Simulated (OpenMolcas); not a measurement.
# 3s² 3p² along the 14-electron sequence

* Program: OpenMolcas
* Method: MS-CASPT2, IPEA 0.25 Eh, imaginary shift 0.1 Eh
* Basis: ANO-R2
* Scalar Hamiltonian: X2C, finite nucleus
* Spin-orbit coupling: RASSI with atomic mean-field integrals over the reference wave functions, term energies averaged over their components

Active space for each ion: 4 electrons in 8 orbitals (3s 3p 4s 4p); closed shells correlated by CASPT2: 2s 2p.

Computed levels in cm-1 above ³P₀:

```json
{"Level": "³P₁", "P+": "138", "Cl3+": "439", "Ar4+": "702"}
{"Level": "³P₂", "P+": "398", "Cl3+": "1210", "Ar4+": "1889"}
{"Level": "¹D₂", "P+": "9220", "Cl3+": "14010", "Ar4+": "16450"}
{"Level": "¹S₀", "P+": "21230", "Cl3+": "32310", "Ar4+": "37600"}
{"Level": "weight of ³P in the lowest level (%)", "P+": "100", "Cl3+": "100", "Ar4+": "100"}
```

Measured, with the error of the calculation in %. Measured levels: P+ from NIST Handbook of Basic Atomic Spectroscopic Data; Cl3+ from Moore, Atomic Energy Levels, vol. I, NSRDS-NBS 35 (1971 reprint of NBS Circular 467, 1949); Ar4+ from Saloman, J. Phys. Chem. Ref. Data 39, 033101 (2010).

```csv
Level,P+,Cl3+,Ar4+
³P₁,165 (-16.0),491 (-10.6),763 (-8.0)
³P₂,469 (-15.1),1341 (-9.7),2029 (-6.9)
¹D₂,8882 (+3.9),13766 (+1.8),16299 (+0.9)
¹S₀,21576 (-1.6),32550 (-0.7),37912 (-0.8)
```

The fine-structure level ³P₂ changes by a factor of 4.75 from P+ to Ar4+. Its fourth root runs 4.47, 5.90, 6.59, with steps per unit of Z of 0.72, 0.69; equal steps would mean a (Z - σ)^4 law with constant σ.

¹D₂ changes by a factor of 1.78 over the same range, with steps per unit of Z of +2400, +2440 cm-1.

CASPT2 breaks the degeneracy within a term, and the mean is taken; among the terms shown or strongly mixed into the levels shown the widest spread is 100 cm-1 (3s² 3p² ¹D, Cl3+). Over all roots computed the reference weight is 0.83 to 0.98 in P+, 0.83 to 0.98 in Cl3+, 0.84 to 0.98 in Ar4+; the roots of lowest weight are the least certain, and an intruder state may touch them. Terms from blocks run as CI alone lack orbitals of their own (holds for P+). The run also gave levels led by 3s 3p² 4s, 3s² 3p 4p, which use shells meant for correlation; these and all levels above them are left out (holds for P+). Active for correlation alone: 4p 4s; no level in the range computed is led by a configuration that fills them, so any true level of that kind is missing (holds for Cl3+; Ar4+). Measured partners are found by configuration, term and J. A level has none where our copy of the source lacks it or the pairing is in doubt (some pairs that miss far off the trend of their configuration count as doubtful), and it then counts in no deviation. Levels of configurations outside the active space are missing.
